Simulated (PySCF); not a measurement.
Stepwise substitution at one centre (Ga OH-H). Gas-phase values, no solvent. One relaxed conformer stands for each flexible species; it need not be the lowest. Strings in code marks are SMILES.

The LUMO from two functionals at the same geometries (CAM-B3LYP-D3(BJ)/def2-TZVP), both in PySCF: PBE-D3(BJ)/def2-TZVP and CAM-B3LYP-D3(BJ)/def2-TZVP. 

```tsv
species	PBE-D3(BJ)/def2-TZVP (eV)	CAM-B3LYP-D3(BJ)/def2-TZVP (eV)
0 of 3 OH replaced by H (`[OH][Ga]([OH])[OH]`)	-1.87	-0.09
2 of 3 OH replaced by H	-1.96	-0.31
3 of 3 OH replaced by H	-2.65	-0.95
```

Over these rows, drawn at random from the members with no instability flagged (it was tested for open shells, ions and some series alone), PBE minus CAM-B3LYP-D3(BJ): mean -1.71 eV, from -1.78 eV to -1.65 eV.
